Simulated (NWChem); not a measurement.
System: CdHI; SMILES [I][CdH]

Input file for NWChem:

```
start job
memory heap 200 mb stack 900 mb global 1100 mb
geometry units angstroms noautosym nocenter noautoz
  Cd     0.016935     1.320192     0.000000
  H      0.040676     2.984379     0.000000
  I     -0.007364    -1.282833     0.000000
end
basis spherical
  * library def2-svpd
end
ecp
  Cd library def2-ecp
  I library def2-ecp
end
dft
  xc xcamb88 1.00 lyp 0.81 vwn_5 0.19 hfexch 1.00
  cam 0.33 cam_alpha 0.19 cam_beta 0.46
  iterations 150
end
tddft
  cis
  nroots 6
  notriplet
end
task tddft energy
```

The geometry was optimised at PBE0/def2-SVP. Not confirmed as a minimum by frequencies. def2 effective core potentials on Cd, I; no spin-orbit coupling.

Vertical excitations in the gas phase.

**Question.** What results follow from this input? (CAM-B3LYP/def2-SVPD with def2 effective core potentials on Cd, I, TDA.) Quantities: lowest excitation, singlet (eV); oscillator strength of that lowest state; lowest state with f > 0.02, singlet (eV); oscillator strength of that bright state; orbital gap (eV).

**Answer.** 
- lowest excitation, singlet (eV): 5.25
- oscillator strength of that lowest state: 0.027
- lowest state with f > 0.02, singlet (eV): 5.25
- oscillator strength of that bright state: 0.027
- orbital gap (eV): 8.48
